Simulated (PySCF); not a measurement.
CH4BFNP.
SMILES: `N#C[BH2-][PH2+]F`

Method: MP2 and CCSD/aug-cc-pVDZ in PySCF, restricted Hartree–Fock reference, frozen core, non-relativistic, gas phase, PBE0-D3(BJ)/def2-SVP geometry.

E(HF) = -559.53905 Eh.

Task: How large is the problem?

Result: 155 basis functions and 46 electrons; 9 orbitals frozen, which leaves o = 14 correlated occupied and v = 132 virtual orbitals. That is o·v = 1848 singles and o·v(o·v + 1)/2 = 1708476 distinct closed-shell doubles amplitudes before symmetry; the costliest CCSD step grows as o²v⁴ = 6.0 × 10^10.

Task: What are the MP2 and CCSD correlation energies?

Result: MP2 -0.7282 Eh and CCSD -0.7644 Eh, which gives totals of -560.26721 and -560.30341 Eh. That is 0.743 eV for each correlated electron at CCSD (2007 kJ/mol in all, 0.136 % of the total energy); MP2 gives 95.3 % of the CCSD value.

Task: What is the T1 diagnostic?

Result: 0.0141, below the customary warning level of 0.02. It is the norm of the spatial-orbital singles amplitudes over the root of the number of correlated electrons, so the norm is 0.075.

Task: How does correlation change the dipole moment?

Result: HF gives 4.78 D and CCSD (unrelaxed density) 4.64 D, a change of -0.14 D.

Connected triples and the basis-set limit are missing.

Shape of the structure used: `[N:1]#[C:2][BH2-:3][PH2+:4][F:5]`: C2–B3–P4–F5 -179°.

One conformer stands for the species.
